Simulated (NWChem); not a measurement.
C3H3 cation

```xyz
6

C      0.0000     0.0000    -1.3386
C      0.0000     0.0000    -0.1033
C      0.0000     0.0000     1.2447
H      0.0000     0.0000    -2.4259
H      0.0000     0.9468     1.8079
H      0.0000    -0.9468     1.8079
```
Atoms are numbered in this order, from 1.

All runs use the structure optimised with PBE0/def2-SVP.

Give the principal values of the shielding tensors (ppm) of C1, C2, C3 from B3LYP/6-31G* (spherical d), GIAO (NWChem), with their diamagnetic and paramagnetic parts as GIAO splits them.


```csv
atom,σ11,σ22,σ33,isotropic,diamagnetic,paramagnetic
C1,-451.8,-40.5,52.9,-146.4,276.7,-423.1
C2,-1.7,32.0,167.9,66.1,239.2,-173.1
C3,-241.1,-103.4,176.9,-55.9,267.2,-323.1
```
